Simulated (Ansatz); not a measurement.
Strength of the C–C bond: C2H8O2Si → SiH(CH2)(OH)2 + CH3

Species: C2H8O2Si `CC[SiH](O)O`, singlet; SiH(CH2)(OH)2, doublet; CH3 (methyl radical) `[CH3]`, doublet. 

Shapes, held fixed at every level: PBE0-D4/def2-TZVP. Flexible molecules stand in one conformer, not always the lowest. Programs: Ansatz 0.2.0. Electronic energies: no zero-point or thermal term.

```json
{"level": "HF/def2-TZVPP", "kind": "Hartree–Fock", "ΔE (kJ/mol)": "+251.0", "less CCSD(T)/CBS estimate": "-141.0", "CPU time (sum over the molecules)": "–"}
{"level": "r2SCAN-D4/def2-TZVPP", "kind": "meta-GGA", "ΔE (kJ/mol)": "+358.5", "less CCSD(T)/CBS estimate": "-33.5", "CPU time (sum over the molecules)": "40 s"}
{"level": "B3LYP-D4/def2-TZVPP", "kind": "global hybrid", "ΔE (kJ/mol)": "+373.7", "less CCSD(T)/CBS estimate": "-18.3", "CPU time (sum over the molecules)": "36 s"}
{"level": "PBE0-D4/def2-TZVPP", "kind": "global hybrid", "ΔE (kJ/mol)": "+386.4", "less CCSD(T)/CBS estimate": "-5.6", "CPU time (sum over the molecules)": "24 s"}
{"level": "wB97M-V/def2-TZVPP", "kind": "range-separated hybrid", "ΔE (kJ/mol)": "+395.6", "less CCSD(T)/CBS estimate": "+3.6", "CPU time (sum over the molecules)": "85 s"}
{"level": "wB97X-V/def2-TZVPP", "kind": "range-separated hybrid", "ΔE (kJ/mol)": "+396.8", "less CCSD(T)/CBS estimate": "+4.8", "CPU time (sum over the molecules)": "63 s"}
{"level": "CCSD(T)/def2-TZVPP", "kind": "coupled cluster or CI", "ΔE (kJ/mol)": "+384.4", "less CCSD(T)/CBS estimate": "-7.6", "CPU time (sum over the molecules)": "20 min"}
{"level": "CCSD(T)/CBS estimate", "kind": "coupled cluster or CI", "ΔE (kJ/mol)": "+392.0", "less CCSD(T)/CBS estimate": "0.0", "CPU time (sum over the molecules)": "23 min"}
```

The highest level, CCSD(T)/CBS estimate, gives ΔE = +392.0 kJ/mol; the levels span +251.0 to +396.8. The column of differences is taken from that level and isn't an error. Hartree–Fock misses the correlation of the pair that is broken and comes out low. No measured value is set beside it here. Open shells run unrestricted unless RO is named. The CBS estimate extrapolates MP2 from def2-TZVPP and def2-QZVPP and adds CCSD(T) − MP2 in the triple-zeta set, cores frozen. Times are processor times on shared x86 and Arm servers, and rough.
